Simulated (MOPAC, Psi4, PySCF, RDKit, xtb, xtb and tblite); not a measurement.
Two geometries of C₃H₈O₂SeSi, SMILES COC(=O)[SiH2]C[SeH], relaxed at GFN2-xTB with one dihedral held; other torsions can differ between them too.

Structure A

```
15

C      2.3485     1.0374    -0.1802
O      1.0743     0.4682    -0.4526
C      0.8758    -0.8154    -0.1346
O      1.7209    -1.5088     0.3724
Si    -0.9247    -1.3333    -0.5651
C     -1.3376    -0.5040    -2.2313
Se    -0.7971     1.3960    -2.2017
H      2.4617     1.1957     0.8940
H      2.3806     1.9851    -0.7116
H      3.1375     0.3680    -0.5282
H     -0.9900    -2.7885    -0.6793
H     -1.7926    -0.7948     0.4842
H     -0.8307    -0.9761    -3.0732
H     -2.4099    -0.5209    -2.4148
H     -1.7462     1.7949    -3.2375
```

Structure B

```
15

C     -0.3754    -5.2460    -6.2631
O     -0.6413    -4.1029    -5.4531
C     -0.3535    -4.1948    -4.1585
O      0.1011    -5.1963    -3.6496
Si    -0.8374    -2.5992    -3.2043
C     -2.0980    -3.2155    -1.9141
Se    -1.2667    -4.5141    -0.6698
H     -0.7085    -4.9956    -7.2665
H     -0.9190    -6.1115    -5.8793
H      0.6928    -5.4700    -6.2556
H      0.3521    -2.0719    -2.5399
H     -1.4583    -1.6860    -4.1613
H     -2.4560    -2.4069    -1.2775
H     -2.9644    -3.7013    -2.3642
H     -0.5623    -5.2672    -1.6715
```

**Question.** Which is lower in energy at the level Psi4 with PBE0-D3(BJ)/def2-SVP // GFN2-xTB, and by how much?

**Answer.** B is lower, by 2.93 kcal/mol (dihedral O2–C3–Si5–C6: 40° in A, 120° in B).

E(B) − E(A) in kcal/mol at the other levels, on the same two geometries: GFN2-xTB (xtb and tblite) 0.70; PBE0/def2-SVP // GFN2-xTB (Psi4) -3.16; PBE/def2-SVP // GFN2-xTB (Psi4) -3.38; PBE-D3(BJ)/def2-SVP // GFN2-xTB (Psi4) -3.18; UFF // GFN2-xTB (RDKit) 1.48; PM7, restricted, heats of formation // GFN2-xTB (MOPAC) -0.03; PM6, restricted, heats of formation // GFN2-xTB (MOPAC) -4.07; GFN1-xTB // GFN2-xTB (xtb) -3.38; restricted B3LYP/6-31G*, spherical d, density fitting // GFN2-xTB (PySCF) -3.13; restricted Hartree-Fock/LANL2DZ, with its core potentials past Ne // GFN2-xTB (PySCF) -2.69; restricted M06-2X/6-31G*, spherical d, density fitting // GFN2-xTB (PySCF) -2.55; restricted Hartree-Fock/3-21G, density fitting // GFN2-xTB (PySCF) -2.10.
